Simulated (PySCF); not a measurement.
# Core-level binding energies of `C=[N][GeH2][NH2]`

Species: CH6GeN2.
Bonds: C1–N2 (double), N2–Ge3, Ge3–N4. Hydrogens: H5, H6 on C1; H7, H8 on Ge3; H9, H10 on N4.

Computed, not measured: delta-SCF UKS SCAN, pcX-2 on the ionised atom, pcseg-1 elsewhere, spin-free X2C in PySCF 2.14.0. These are vertical core ionisation energies against the vacuum level, from separate self-consistent calculations with and without the core hole.

Give the core binding energies atom by atom.

```csv
atom(s),environment,level,binding energy (eV),above the level's lowest (eV),count
C1,C=N carbon,C 1s,291.83,0.00,1
N2,C=N nitrogen,N 1s,404.20,0.00,1
N4,nitrogen bonded to Ge and 2 H,N 1s,404.56,+0.36,1
```

The listed N 1s values span 0.36 eV, from N2 (bonded to C (double bond) and Ge) to N4 (bonded to 2 H and Ge). Summing the Pauling electronegativity differences to the bonded atoms, each weighted by its formal bond order, gives -2.01 for the lowest site and -2.71 for the highest; the largest sum, -2.01, belongs to N2, 0.36 eV below the top. The smallest sum, -2.71, belongs to N4, 0.36 eV above the lowest.

Express the binding energy of N 1s of N2 (atom 2) in atomic units and per mole.

404.20 eV = 14.8541 Eh = 38999 kJ/mol.

The unrestricted hole states depart most from a pure doublet (⟨S²⟩ = 0.75; over 0.85 named) for C 1s of C1 (0.86), which makes this value less certain. No level of germanium is listed. The structure is a single PBE0-D3(BJ)/def2-SVP conformer in the gas phase; no vibrational or solvent corrections.

Shape of the structure used: `[CH2:1]=[N:2][GeH2:3][NH2:4]`: C1–N2–Ge3–N4 -123°, H–N4–Ge3–N2 64°, H–N4–Ge3–N2 -63°.
